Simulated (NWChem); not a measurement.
Species: C$_{3}$H$_{3}$F; SMILES C=C=CF

Computed with NWChem. Medium grid unless said otherwise, to which SCAN and Minnesota functionals are sensitive. All runs use the structure optimised with PBE-D3(BJ)/def2-SVP. Hybrids' shares of exact exchange are those that their runs print; pure functionals count as 0. The functionals differ in more than this share.

```
row              share of exact exchange  orbital gap (eV)
---------------  -----------------------  ----------------
PBE/def2-SVP                        0.00              4.48
r2SCAN/def2-SVP                     0.00              4.93
B3LYP/def2-SVP                      0.20              6.37
PBE0/def2-SVP                       0.25              6.82
PW6B95/def2-SVP                     0.28              7.02
M05-2X/def2-SVP                     0.56          withheld
```

Q: Fit a straight line of the last column on the one before it, predict the withheld value, and compare with the run.

A: 
1. Means of the 5 shown rows: x = 0.146, y = 5.924. Slope Σ(x − x̄)(y − ȳ)/Σ(x − x̄)² = 0.6201/0.07432 = 8.343; intercept 4.706.
2. The shown rows scatter about the line by 0.143 (root mean square); the largest residual is -0.23, at PBE/def2-SVP.
3. At x = 0.56 (M05-2X/def2-SVP; beyond the shown range) the line gives 9.38.
4. The run gives 9.29, -0.09 from the line, 0.6 times the scatter.
